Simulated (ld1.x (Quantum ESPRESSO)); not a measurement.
**gold (Au), PAW: configuration errors across variants**

- Element: Au
- Generator: ld1.x (Quantum ESPRESSO) 7.5
- Type: PAW
- Functional: PBE
- Relativity: scalar-relativistic
- Frozen core: [Xe] 4f14
- Valence charge: 11
- Reference configuration: 5d10 6s1 6p0
- Partial waves: 6s (bound): rcut 1.85, rcutus 2.45 bohr; 6s channel at 1.95 Ry: rcut 1.85, rcutus 2.45 bohr; 6p (bound, empty): rcut 3.20, rcutus 4.00 bohr; 6p channel at 3.1 Ry: rcut 3.20, rcutus 4.00 bohr; 5d (bound): rcut 1.75, rcutus 2.20 bohr; 5d channel at 0.2 Ry: rcut 1.75, rcutus 2.20 bohr
- Local potential: all-electron potential smoothed inside 3.75 bohr (lloc = -1)
- Core correction: a·sin(br)/r model core, default radius (ld1.x builds one for every PAW set, though the input has nlcc=.false.)
- Augmentation charge: BESSEL, radius 1.30 bohr

All-electron excitation energies from the reference (eV): (1) 5d10 6s0 6p0 9.409; (2) 5d9 6s0 6p0 30.617; (3) 5d8 6s0 6p0 64.494; (4) 5d9 6s1 6p0 12.124; (5) 5d10 6s0 6p1 5.248; (6) 5d9 6s2 6p0 1.693; (7) 5d9 6s1 6p1 7.497.

The overlap operator is not positive definite (basis up to 400 Ry) in “waves 6p (bound): rcut 3.20, rcutus 5.90 bohr; 6p channel at 3.1 Ry: rcut 3.20, rcutus 5.90 bohr”. Such files are unfit for use, however small their errors in these radial tests.

Errors AE − PS in meV (a dash: test not solved or not reliable):

| change | (1) | (2) | (3) | (4) | (5) | (6) | (7) | bound ghosts |
| --- | --- | --- | --- | --- | --- | --- | --- | --- |
| base | -2.5 | -55 | -284 | -20 | -1.7 | +7.3 | -14 | none |
| waves 6p (bound): rcut 3.20, rcutus 3.40 bohr; 6p channel at 3.1 Ry: rcut 3.20, rcutus 3.40 bohr | -2.5 | -55 | -283 | -20 | -2.0 | +7.3 | -16 | none |
| waves 6p (bound): rcut 3.20, rcutus 3.98 bohr; 6p channel at 3.1 Ry: rcut 3.20, rcutus 3.98 bohr | -2.5 | -55 | -284 | -20 | -1.7 | +7.3 | -14 | none |
| waves 6p (bound): rcut 3.20, rcutus 4.46 bohr; 6p channel at 3.1 Ry: rcut 3.20, rcutus 4.46 bohr | -2.5 | -55 | -284 | -20 | -0.7 | +7.3 | -13 | none |
| waves 6p (bound): rcut 3.20, rcutus 5.08 bohr; 6p channel at 3.1 Ry: rcut 3.20, rcutus 5.08 bohr | -2.5 | -55 | -284 | -20 | +0.9 | +7.3 | -14 | none |
| waves 6p (bound): rcut 3.20, rcutus 5.90 bohr; 6p channel at 3.1 Ry: rcut 3.20, rcutus 5.90 bohr | -2.5 | -55 | -284 | -20 | -25 | +7.3 | -111 | not determined (overlap not positive) |

Problem. Give the same row for: waves 6p (bound): rcut 2.72, rcutus 2.88 bohr; 6p channel at 3.1 Ry: rcut 2.72, rcutus 2.88 bohr.

Solution. -2.5, -55, -283, -20, -1.6, +7.3, -17; bound ghosts: none.
